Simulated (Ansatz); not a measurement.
Species: SrF, charge 0, doublet. SrF (SMILES [F][Sr], doublet).
B3LYP-D3(BJ)/def2-TZVP minimum from Ansatz (a program for electronic structure):
```xyz
2

Sr     0.0000     0.0000    -0.4018
F      0.0000     0.0000     1.6964
```
Charge 0, spin multiplicity 2.

Total energies in def2-TZVPP, 9 correlated electrons, 5 frozen orbitals. Open shells are spin-unrestricted; no spin-orbit coupling. Correlated methods leave the cores frozen (noble-gas shells, and filled d and f shells in the p block). Past Kr the def2 sets carry scalar-relativistic core potentials. The spin of FSr ([F][Sr], doublet) was assumed, and the state is the lowest solution found for it.

```json
[
 {"method": "HF", "program": "Ansatz", "energy (Eh)": "-129.90662", "minus CCSDT(Q) (mEh)": "281.71"},
 {"method": "MP2", "program": "Ansatz", "energy (Eh)": "-130.18361", "minus CCSDT(Q) (mEh)": "4.72"},
 {"method": "CCSD", "program": "Ansatz", "energy (Eh)": "-130.18041", "minus CCSDT(Q) (mEh)": "7.91"},
 {"method": "CCSD(T)", "program": "Ansatz", "energy (Eh)": "-130.18797", "minus CCSDT(Q) (mEh)": "0.36"},
 {"method": "CCSDT(Q)", "program": "Ansatz", "energy (Eh)": "-130.18833", "minus CCSDT(Q) (mEh)": "0.00"}
]
```

Rough core times of Ansatz's runs on a shared machine: CCSD(T) under 20 s, CCSDT(Q) 2 min.
